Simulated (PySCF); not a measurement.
Species: C3H12BN.
Cartesian coordinates in Å at the PBE0-D3(BJ)/def2-SVP level; atoms count from 1:
```
atom  x, y, z in Å
B1    -1.9139   -0.6212    0.2534
N2    -0.4887    0.1655    0.3116
C3    -0.5922    1.4989   -0.2931
C4     0.6020   -0.6532   -0.2577
C5     1.9971   -0.1117   -0.0171
H6    -2.7232    0.1125    0.8111
H7    -1.7364   -1.6752    0.8551
H8    -2.1580   -0.7853   -0.9380
H9    -0.2985    0.2847    1.3090
H10   -1.4223    2.0340    0.1827
H11   -0.8300    1.3754   -1.3577
H12    0.3378    2.0757   -0.1838
H13    0.4868   -1.6539    0.1809
H14    0.3839   -0.7566   -1.3312
H15    2.1968    0.0301    1.0577
H16    2.1796    0.8445   -0.5295
H17    2.7398   -0.8295   -0.3937
```

The calculation used PySCF, PBE0-D3(BJ)/def2-SVP geometry optimisation, gas phase.

Take the most abundant isotopes and a rigid rotor. The values belong to one conformer with, in the numbering `[BH3-:1][N@H+:2]([CH3:3])[CH2:4][CH3:5]`, B1–N2–C4–C5 -169°.

Question: Give the principal moments of inertia and the rotational constants in cm⁻¹.

Answer: Ia = 67.28, Ib = 148.29, Ic = 192.30 u·Å²; 505379 MHz·u·Å²/I gives 7512, 3408 and 2628 MHz, that is A = 0.25056, B = 0.11368, C = 0.08766 cm⁻¹.

Question: Classify the top.

Answer: An asymmetric top; Ray's κ = -0.681.

Question: Is it planar, by Δ = Ic − Ia − Ib?

Answer: Not planar: Δ = Ic − Ia − Ib = -23.27 u·Å². For a rigid frame Δ = −2 Σ m c², so Σ m c² = 11.64 u·Å² lies off the ab plane: 9.00 from hydrogen and 2.64 from heavier atoms. The atom farthest from that plane is 1.39 Å away.

Question: Which types of transition are allowed, and where do some lines up to J = 5 fall?

Answer: The dipole components are |μa| = 4.78 D, |μb| = 2.80 D, |μc| = 0.77 D. The squared components, which scale the intensities, stand as 1.00 : 0.34 : 0.03 (a : b : c). Some lines, for components of 0.1 D or more:

```tsv
type	branch	J(Ka,Kc)	MHz	lower level (cm⁻¹)
c	Q	1(1,1) ← 1(0,1)	4104	0.201
b	Q	3(1,2) ← 3(0,3)	7260	1.192
c	Q	5(2,4) ← 5(1,4)	8157	3.337
b	R	3(0,3) ← 2(1,2)	14290	0.715
b	Q	4(2,3) ← 4(1,4)	17541	2.025
a	R	3(1,2) ← 2(1,1)	19210	0.793
b	Q	5(3,2) ← 5(2,3)	20442	3.712
b	Q	4(3,2) ← 4(2,3)	22786	2.610
a	R	4(2,2) ← 3(2,1)	24986	1.824
b	R	4(1,4) ← 3(0,3)	24993	1.192
a	R	5(3,2) ← 4(3,1)	30616	3.372
a	R	5(1,4) ← 4(1,3)	31598	2.283
c	Q	5(5,1) ← 5(4,1)	40231	5.429
c	R	3(3,1) ← 2(2,1)	40636	1.204
c	R	5(1,4) ← 4(0,4)	41111	1.966
b	R	4(4,1) ← 3(3,0)	55611	2.559
```

Question: Estimate the classical rotational partition function at 25 K, 100 K and 298.15 K.

Answer: Point group C1, symmetry number σ = 1; q = (√π/σ)·√((kT/h)³/(ABC)), k/h = 20836.6 MHz/K: 2570 at 25 K, 20600 at 100 K, 106000 at 298.15 K.

No frequency check. Constants of a rigid frame at the computed geometry: no zero-point averaging, no centrifugal distortion. A rigid rotor knows nothing of internal rotation, which can split or shift real lines. Quadrupole hyperfine structure (11B, 14N) is left out.
